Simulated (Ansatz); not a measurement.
Total energies of the cluster GaAs₂⁻ from Ansatz at PBE-D4/def2-TZVPD, gas phase (1 Eh = 27.2114 eV = 2625.5 kJ/mol). The reference geometry is relaxed at PBE-D4/def2-TZVPD.

```xyz
3

Ga   -1.469   -0.400   -0.276
As    1.091   -0.601   -0.603
As    0.377    1.000    0.879
```

```json
{"state": "charge -1 singlet", "geometry": "reference", "energy (Eh)": "-6395.75296"}
{"state": "charge 0 doublet", "geometry": "reference", "energy (Eh)": "-6395.67959"}
{"state": "charge -1 triplet", "geometry": "relaxed at PBE-D4/def2-TZVPD", "energy (Eh)": "-6395.73402"}
{"state": "charge -1 quintet", "geometry": "relaxed at PBE-D4/def2-TZVPD", "energy (Eh)": "-6395.65532"}
```

**Question.** Work out the vertical ionisation energy to the doublet.

**Answer.** E(charge 0 doublet) − E(charge -1 singlet) = -6395.67959 − (-6395.75296) = 0.07337 Eh = 2.00 eV. For comparison, −ε of the highest occupied level is -0.45 eV at this level, 2.45 eV less.

**Question.** Which of the charge -1 states is lowest, and how far above it are the others?

**Answer.** The singlet. triplet: -6395.73402 − (-6395.75296) = 0.01894 Eh = 49.7 kJ/mol; quintet: -6395.65532 − (-6395.75296) = 0.09764 Eh = 256.4 kJ/mol.

At PBE-D4/def2-TZVPD the highest occupied level of the charge -1 singlet lies above zero (up to 0.45 eV). By energy differences its removal costs 2.00 eV (vertical, to the charge 0 doublet, at PBE-D4/def2-TZVPD); a positive level beside a positive removal energy at the same level points to self-interaction error. At PBE-D4/def2-TZVPD the highest occupied level of the charge -1 triplet lies above zero (up to 1.01 eV). It is a level of α spin, whose loss leaves a doublet; that state wasn't run at this geometry and level. The electron is either unbound and held by the finite basis, or the level is raised by self-interaction error. At PBE-D4/def2-TZVPD the highest occupied level of the charge -1 quintet lies above zero (up to 1.79 eV). It is a level of α spin, whose loss leaves a quartet; that state wasn't run at this geometry and level. The electron is either unbound and held by the finite basis, or the level is raised by self-interaction error. 

The structure comes from a short search, and lower isomers may exist.
